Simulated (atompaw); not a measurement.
## Before and after: PAW (atompaw) potential for Lu

atompaw 4.2.0.5 input, output lines left out:

```
Lu 71
GGA-PBE loggrid 2001 logderivrange -6 5 276
6 6 5 4 0 0
6 1 0
5 2 1
0 0 0
c
c
c
c
v
v
c
c
c
v
v
c
c
v
v
3
3.00 2.90 2.90 2.05
n
n
y
3.4
n
y
-0.45
n
custom rrkj gramschmidtortho besselshape
4 0.5 vpsmatchnc
1.55
2.25
1.90
3.00
3.00
3.00
1.25
1.25
```

Change: wave 5p (bound): rc 1.90 bohr becomes 5p (bound): rc 2.96 bohr.

Cutoffs: the cutoffs (Ry, on a coarse ladder) from which the occupation-weighted sum of valence levels, in a spherical-Bessel basis at the reference potential, stays within 10 and 1 mRy of its value at 400 Ry; they do not see the model core or the augmentation charge, which bear on the density cutoff.

Task: What does the change do?

Result: The potential gets neither clearly harder nor softer (140 Ry and 200 Ry → 140 Ry and 200 Ry); the f channel sets the loose cutoff, while the largest relative change is in p, which becomes softer; the range in which the p phases agree widens (upper end 0.4 → 2.2); neither file shows a bound ghost.

| quantity | base | changed |
| --- | --- | --- |
| cutoff, loose | 140 Ry | 140 Ry |
| cutoff, tight | 200 Ry | 200 Ry |
| loose cutoff by channel (10 mRy a level) | s 15 Ry, p 18 Ry, d 8 Ry, f 80 Ry | s 15 Ry, p 8 Ry, d 8 Ry, f 80 Ry |
| bound ghosts | none | none |
| s: phases at 3.01 bohr within 0.05 rad from the reference energy up to (Ry; the scan ends near 5) | 4.8 | 4.8 |
| p: phases at 3.01 bohr within 0.05 rad from the reference energy up to (Ry; the scan ends near 5) | 0.4 | 2.2 |
| d: phases at 3.01 bohr within 0.05 rad from the reference energy up to (Ry; the scan ends near 5) | to the end of the scan | to the end of the scan |
| f: phases at 3.01 bohr within 0.05 rad from the reference energy up to (Ry; the scan ends near 5) | 4.4 | 4.4 |
| lowest overlap eigenvalue by channel | s 0.08, p 0.46, d 0.79, f 1.00 | s 0.08, p 0.70, d 0.79, f 1.00 |

 The cutoffs see the waves, projectors and local potential, not the compensation charge or the core.
